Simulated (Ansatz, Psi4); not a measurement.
System: Al (charge 0, doublet).

Wanted: electron affinity to the triplet, in eV. Conventions: six Cartesian d functions in 6-31G* and its kin unless marked 5d; non-relativistic; spin-orbit terms left out; UHF or UKS for open shells; 6-311+G** with 5d, 6d on Na to Ar in Ansatz (a first-principles code); frozen cores in correlated levels; each state is the SCF solution reached for its charge and spin. CBS(X,Y): correlation extrapolated as X^-3; Hartree-Fock from the larger set.

Measured values: pymatgen's periodic table; they hold spin-orbit and core effects. 

Value to compare with, the measured value: 0.43 eV.

```tsv
level	program	electron affinity to the triplet (eV)	error
HF/6-31G*	Ansatz	-0.29	-0.72
HF/6-311+G**	Ansatz	-0.02	-0.45
PBE/6-311+G**	Ansatz	0.50	0.07
B3LYP/STO-3G	Ansatz	-10.26	-10.69
B3LYP/3-21G	Ansatz	-0.05	-0.48
B3LYP/6-31G*	Ansatz	0.03	-0.40
B3LYP/6-311+G**	Ansatz	0.39	-0.04
wB97X-D/6-31G*	Psi4	0.07	-0.36
MP2/6-31G*	Ansatz	-0.22	-0.65
wB97M-V/def2-TZVPD	Ansatz	-0.10	-0.53
CCSD(T)/CBS(aug-cc-pV(T+d)Z,aug-cc-pV(Q+d)Z)	Ansatz	0.45	0.02
```

Among the 9 habitual levels, B3LYP/STO-3G lies farthest from the measured value (-10.69 eV); 1 of 9 lie above it, and their mean absolute error is 1.54 eV, the median 0.45. One case shows no general order.

The levels are drawn from those run, B3LYP/6-31G* more often than the rest, none by its result; runs whose electronic state is in doubt are left out.
